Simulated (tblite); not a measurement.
Parent: `[CH3:1][O:2][C:3](=[S:4])[O:5][SiH3:6]` with C1–O2–C3–S4 0°, O2–C3–O5–Si6 -179°, C2H6O2SSi.

The geometries are computed with GFN2-xTB (gas phase). One conformer each, not checked by frequencies here.

| coordinate of the parent | value |
| --- | --- |
| C1–O2 | 1.416 Å |
| O2–C3 | 1.325 Å |
| C3=S4 | 1.631 Å |
| C3–O5 | 1.304 Å |
| O5–Si6 | 1.664 Å |
| C1–O2–C3 | 117.8° |
| O2–C3–S4 | 124.5° |
| O2–C3–O5 | 112.2° |
| S4–C3–O5 | 123.3° |
| C3–O5–Si6 | 125.6° |

Problem. How does the shared frame change in `[CH3:1][S:2](=[O:3])(=[O:4])[CH2:5][O:6][C:7](=[S:8])[O:9][SiH3:10]` with C1–S2–C5–O6 -65°, S2–C5–O6–C7 -74°, C5–O6–C7–S8 161°, O6–C7–O9–Si10 167°, C3H8O4S2Si? Atoms pair as C1 = C5, O2 = O6, C3 = C7, S4 = S8, O5 = O9, Si6 = Si10 (parent first).

Solution. 
```
   parent    relative  value in the relative  change
    C1–O2       C5–O6                1.396 Å  -0.020
    O2–C3       O6–C7                1.347 Å  +0.022
    C3=S4       C7=S8                1.621 Å  -0.010
    C3–O5       C7–O9                1.298 Å  -0.006
   O5–Si6     O9–Si10                1.672 Å  +0.008
 C1–O2–C3    C5–O6–C7                 117.5°    -0.3
 O2–C3–S4    O6–C7–S8                 117.9°    -6.6
 O2–C3–O5    O6–C7–O9                 116.7°    +4.5
 S4–C3–O5    S8–C7–O9                 125.4°    +2.1
C3–O5–Si6  C7–O9–Si10                 124.4°    -1.2
```

Of the parent's bonds, O2–C3 changes most (+0.022 Å). Bonds of the relative outside the shared frame: C1–S2 1.806, S2=O3 1.434, S2=O4 1.435, S2–C5 1.849 Å.

Problem. How does the shared frame change in `[O:1]=[C:2]([OH:3])[CH2:4][O:5][C:6](=[S:7])[O:8][SiH3:9]` with O1–C2–O3–H -2°, O1–C2–C4–O5 12°, C2–C4–O5–C6 69°, C4–O5–C6–S7 9°, O5–C6–O8–Si9 7°, C3H6O4SSi? Atoms pair as C1 = C4, O2 = O5, C3 = C6, S4 = S7, O5 = O8, Si6 = Si9 (parent first).

Solution. 
| parent | relative | value in the relative | change |
| --- | --- | --- | --- |
| C1–O2 | C4–O5 | 1.408 Å | -0.008 |
| O2–C3 | O5–C6 | 1.344 Å | +0.019 |
| C3=S4 | C6=S7 | 1.624 Å | -0.007 |
| C3–O5 | C6–O8 | 1.297 Å | -0.007 |
| O5–Si6 | O8–Si9 | 1.667 Å | +0.003 |
| C1–O2–C3 | C4–O5–C6 | 117.6° | -0.2 |
| O2–C3–S4 | O5–C6–S7 | 124.3° | -0.2 |
| O2–C3–O5 | O5–C6–O8 | 112.8° | +0.6 |
| S4–C3–O5 | S7–C6–O8 | 122.9° | -0.4 |
| C3–O5–Si6 | C6–O8–Si9 | 125.4° | -0.2 |

Of the parent's bonds, O2–C3 changes most (+0.019 Å). Bonds of the relative outside the shared frame: O1=C2 1.196, C2–O3 1.329, C2–C4 1.527 Å.

Problem. How does the shared frame change in `[SiH3:1][O:2][CH2:3][O:4][C:5](=[S:6])[O:7][SiH3:8]` with Si1–O2–C3–O4 57°, O2–C3–O4–C5 -93°, C3–O4–C5–S6 -12°, O4–C5–O7–Si8 -5°, C2H8O3SSi2? Atoms pair as C1 = C3, O2 = O4, C3 = C5, S4 = S6, O5 = O7, Si6 = Si8 (parent first).

Solution. 
| parent | relative | value in the relative | change |
| --- | --- | --- | --- |
| C1–O2 | C3–O4 | 1.412 Å | -0.004 |
| O2–C3 | O4–C5 | 1.346 Å | +0.021 |
| C3=S4 | C5=S6 | 1.622 Å | -0.009 |
| C3–O5 | C5–O7 | 1.298 Å | -0.006 |
| O5–Si6 | O7–Si8 | 1.669 Å | +0.005 |
| C1–O2–C3 | C3–O4–C5 | 119.6° | +1.8 |
| O2–C3–S4 | O4–C5–S6 | 125.5° | +1.0 |
| O2–C3–O5 | O4–C5–O7 | 112.2° | 0.0 |
| S4–C3–O5 | S6–C5–O7 | 122.2° | -1.1 |
| C3–O5–Si6 | C5–O7–Si8 | 125.0° | -0.6 |

Of the parent's bonds, O2–C3 changes most (+0.021 Å). Bonds of the relative outside the shared frame: Si1–O2 1.638, O2–C3 1.363 Å.
